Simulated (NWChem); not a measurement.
System: Si₂H₄OCl₂; SMILES Cl[SiH2]O[SiH2]Cl

Here is an NWChem input.

```
start job
memory heap 200 mb stack 900 mb global 1100 mb
geometry units angstroms noautosym nocenter noautoz
  Si    -0.883652    -1.286532    -0.425735
  Cl     0.147286    -2.182904     1.140984
  O      0.004010    -0.001587    -1.017550
  Si     0.885190     1.286567    -0.423097
  Cl    -0.153588     2.178845     1.140843
  H     -2.203413    -0.814052     0.096306
  H     -1.026839    -2.275083    -1.536342
  H      1.028171     2.275989    -1.532979
  H      2.205146     0.818744     0.102622
end
basis spherical
  * library 6-31g*
end
dft
  xc m06-2x
  iterations 150
end
cosmo
  do_cosmo_smd true
  solvent ether
end
task dft energy
```

Coordinates come from a PBE-D3(BJ)/def2-SVP optimisation. Solvent: diethyl ether.

Level: M06-2X/6-31G* with SMD (1 M gas to 1 M solution), gas-phase geometry. Reactions with the solvent are ignored.

Question: Predict the main results of this run. (M06-2X/6-31G* (spherical d), SMD on the gas-phase geometry.) Quantities: solvation free energy (kcal/mol); cavity-dispersion-structure term (kcal/mol); dipole in solution (D).

Answer: 
* **solvation free energy (kcal/mol)**: -4.3
* **cavity-dispersion-structure term (kcal/mol)**: -2.5
* **dipole in solution (D)**: 2.29
